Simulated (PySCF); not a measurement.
H₅B₃N₃, doublet, at a GFN2-xTB geometry; CCSD/STO-3G (PySCF).

PySCF was given this input:
```python
from pyscf import gto, scf, cc

mol = gto.M(
    atom='''
B    -0.910625    1.131495    0.290768
N    -1.376959   -0.125734    0.016191
B    -0.697194   -1.278310   -0.271863
N     0.738839   -1.115496   -0.281443
B     1.357802    0.123985   -0.015966
N     0.530975    1.231447    0.266511
H    -1.573257    2.068270    0.528503
H    -1.184589   -2.320098   -0.496074
H     1.295052   -1.931439   -0.487825
H     2.528002    0.230840   -0.029726
H     0.934891    2.135062    0.461604
''',
    basis='sto-3g',
    charge=0,
    spin=1,
    verbose=4,
)

mf = scf.UHF(mol)
mf.kernel()

mycc = cc.CCSD(mf, frozen=5)
mycc.kernel()
print('E(CCSD) = %.10f' % mycc.e_tot)
```

**Question.** What does PySCF print? Leave out banner, timings and long lists.

**Answer.** 
```
PySCF version 2.14.0

[INPUT] verbose = 4
[INPUT] num. atoms = 11
[INPUT] num. electrons = 41
[INPUT] charge = 0
[INPUT] spin (= nelec alpha-beta = 2S) = 1
[INPUT] symmetry False subgroup None
[INPUT] Mole.unit = angstrom
[INPUT] Symbol           X                Y                Z      unit          X                Y                Z       unit  Magmom
[INPUT]  1 B     -0.910625000000   1.131495000000   0.290768000000 AA   -1.720831852182   2.138215661315   0.549471885788 Bohr   0.0
[INPUT]  2 N     -1.376959000000  -0.125734000000   0.016191000000 AA   -2.602075394755  -0.237602824546   0.030596555683 Bohr   0.0
[INPUT]  3 B     -0.697194000000  -1.278310000000  -0.271863000000 AA   -1.317505715690  -2.415655802293  -0.513746613403 Bohr   0.0
[INPUT]  4 N      0.738839000000  -1.115496000000  -0.281443000000 AA    1.396203360148  -2.107981933048  -0.531850189676 Bohr   0.0
[INPUT]  5 B      1.357802000000   0.123985000000  -0.015966000000 AA    2.565873911387   0.234297693554  -0.030171367305 Bohr   0.0
[INPUT]  6 N      0.530975000000   1.231447000000   0.266511000000 AA    1.003397328991   2.327097566917   0.503632799184 Bohr   0.0
[INPUT]  7 H     -1.573257000000   2.068270000000   0.528503000000 AA   -2.973024853555   3.908463851654   0.998725926011 Bohr   0.0
[INPUT]  8 H     -1.184589000000  -2.320098000000  -0.496074000000 AA   -2.238548780172  -4.384349802151  -0.937443997517 Bohr   0.0
[INPUT]  9 H      1.295052000000  -1.931439000000  -0.487825000000 AA    2.447293597070  -3.649890736304  -0.921855646716 Bohr   0.0
[INPUT] 10 H      2.528002000000   0.230840000000  -0.029726000000 AA    4.777231422353   0.436224378595  -0.056173998779 Bohr   0.0
[INPUT] 11 H      0.934891000000   2.135062000000   0.461604000000 AA    1.766687946321   4.034682438966   0.872305138004 Bohr   0.0

nuclear repulsion = 190.942518043071
number of shells = 23
number of NR pGTOs = 105
number of NR cGTOs = 35
basis = sto-3g
ecp = {}

******** <class 'pyscf.scf.uhf.UHF'> ********
method = UHF
initial guess = minao
damping factor = 0
level_shift factor = 0
DIIS = <class 'pyscf.scf.diis.CDIIS'>
diis_start_cycle = 1
diis_space = 8
diis_damp = 0
SCF conv_tol = 1e-09
SCF conv_tol_grad = None
SCF max_cycles = 50
direct_scf = True
direct_scf_tol = 1e-13
number electrons alpha = 21  beta = 20
Set gradient conv threshold to 3.16228e-05
init E= -238.983540347162

cycle= 1 E= -237.351092969301  delta_E= 1.63  |g|= 0.352  |ddm|= 3.08
cycle= 2 E= -237.470275741898  delta_E= -0.119  |g|= 0.152  |ddm|= 0.649
cycle= 3 E= -237.48979009189  delta_E= -0.0195  |g|= 0.0489  |ddm|= 0.227
cycle= 4 E= -237.494315455729  delta_E= -0.00453  |g|= 0.0157  |ddm|= 0.119
cycle= 5 E= -237.494772193069  delta_E= -0.000457  |g|= 0.00698  |ddm|= 0.0374
cycle= 6 E= -237.494866028442  delta_E= -9.38e-05  |g|= 0.00291  |ddm|= 0.0189
cycle= 7 E= -237.494887536765  delta_E= -2.15e-05  |g|= 0.00123  |ddm|= 0.0105
cycle= 8 E= -237.494891781997  delta_E= -4.25e-06  |g|= 0.000635  |ddm|= 0.00405
cycle= 9 E= -237.494893203248  delta_E= -1.42e-06  |g|= 0.000296  |ddm|= 0.00289
cycle= 10 E= -237.494893497579  delta_E= -2.94e-07  |g|= 0.000105  |ddm|= 0.00155
cycle= 11 E= -237.494893528507  delta_E= -3.09e-08  |g|= 4.71e-05  |ddm|= 0.000414
cycle= 12 E= -237.494893535222  delta_E= -6.72e-09  |g|= 1.15e-05  |ddm|= 0.000238
cycle= 13 E= -237.49489353552  delta_E= -2.98e-10  |g|= 3.23e-06  |ddm|= 4.51e-05
Extra cycle  E= -237.494893535533  delta_E= -1.27e-11  |g|= 1.83e-06  |ddm|= 5.51e-06
converged SCF energy = -237.494893535533  <S^2> = 0.7634462  2S+1 = 2.0134013

******** <class 'pyscf.cc.uccsd.UCCSD'> ********
CC2 = 0
CCSD nocc = (np.int64(16), np.int64(15)), nmo = (30, 30)
frozen orbitals 5
max_cycle = 50
direct = 0
conv_tol = 1e-07
conv_tol_normt = 1e-06
diis_space = 6
diis_start_cycle = 0
diis_start_energy_diff = 1e+09
Init t2, MP2 energy = -0.24962729324307
Init E_corr(UCCSD) = -0.249627293246146
cycle = 1  E_corr(UCCSD) = -0.280870404138692  dE = -0.0312431109  norm(t1,t2) = 0.120862
cycle = 2  E_corr(UCCSD) = -0.297333328203436  dE = -0.0164629241  norm(t1,t2) = 0.0473831
cycle = 3  E_corr(UCCSD) = -0.307810880452448  dE = -0.0104775522  norm(t1,t2) = 0.0287837
cycle = 4  E_corr(UCCSD) = -0.309280513297497  dE = -0.00146963285  norm(t1,t2) = 0.00810954
cycle = 5  E_corr(UCCSD) = -0.308977285657732  dE = 0.00030322764  norm(t1,t2) = 0.00420589
cycle = 6  E_corr(UCCSD) = -0.309011461791053  dE = -3.41761333e-05  norm(t1,t2) = 0.00148038
cycle = 7  E_corr(UCCSD) = -0.309069286106058  dE = -5.7824315e-05  norm(t1,t2) = 0.00081169
cycle = 8  E_corr(UCCSD) = -0.309083743024484  dE = -1.44569184e-05  norm(t1,t2) = 0.000299582
cycle = 9  E_corr(UCCSD) = -0.309085762408064  dE = -2.01938358e-06  norm(t1,t2) = 0.000135468
cycle = 10  E_corr(UCCSD) = -0.309085718813257  dE = 4.35948075e-08  norm(t1,t2) = 5.38153e-05
cycle = 11  E_corr(UCCSD) = -0.309084117902392  dE = 1.60091086e-06  norm(t1,t2) = 2.86147e-05
cycle = 12  E_corr(UCCSD) = -0.309083525542892  dE = 5.923595e-07  norm(t1,t2) = 1.19805e-05
cycle = 13  E_corr(UCCSD) = -0.309083283711533  dE = 2.41831359e-07  norm(t1,t2) = 5.13453e-06
cycle = 14  E_corr(UCCSD) = -0.309083176610028  dE = 1.07101505e-07  norm(t1,t2) = 2.2416e-06
cycle = 15  E_corr(UCCSD) = -0.309083123169355  dE = 5.34406728e-08  norm(t1,t2) = 1.20519e-06
cycle = 16  E_corr(UCCSD) = -0.309083064626079  dE = 5.8543276e-08  norm(t1,t2) = 6.23856e-07
UCCSD converged
E(UCCSD) = -237.8039766001591  E_corr = -0.3090830646260792
E(CCSD) = -237.8039766002
```
